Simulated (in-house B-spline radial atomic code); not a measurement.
The selenium ion Se⁺: [Ar] 3d10 4s2 4p3

Method: Dirac-Hartree-Fock, average of configuration, Fermi nucleus of rms radius 4.14 fm. Calculated with an all-electron radial atomic-structure program (B-spline basis).

Effective charges: Z_r = [3n² - l(l+1)]/(2<r>) from the radius, Z_e = n√(-2ε) from the energy, and Slater's rules. Values are occupation-weighted means over j. An effective charge above Z reflects the relativistic contraction of the inner shells.

```tsv
shell	electrons	ε (eV)	<r> (bohr)	Z_r	Z_e	Slater
1s	2	-12756	0.04406	34.04	30.62	33.70
2s	2	-1707.8	0.195	30.77	22.41	29.85
2p	6	-1498.5	0.171	29.24	20.99	29.85
3s	2	-261.48	0.571	23.64	13.15	22.75
3p	6	-193.6	0.5878	21.27	11.32	22.75
3d	10	-81.225	0.6241	16.82	7.33	12.85
4s	2	-32.619	1.779	13.49	6.19	7.30
4p	3	-20.044	2.132	10.79	4.86	7.30
```

The least bound orbital is 4p3/2 at -19.89 eV, and it is also the most diffuse (<r> = 2.143 bohr).

Spin-orbit splittings of the orbital energies (j = l + 1/2 above j = l - 1/2 when positive): 2p 42.17 eV, 3p 6.22 eV, 3d 0.9685 eV, 4p 0.4481 eV.

For the 1s electron the small component carries 1.52 % of the norm, the zero-frequency Breit interaction raises the level by 19.65 eV, self-energy by 10.31 eV, and vacuum polarisation lowers it by 1.033 eV.

The density falls to 0.001 bohr⁻³ at 3.919 bohr; Σ<r²> = 31.27 bohr² gives, by the non-relativistic formula and without the paramagnetism of open shells, a Langevin diamagnetic susceptibility of -24.77×10⁻⁶ cm³/mol.
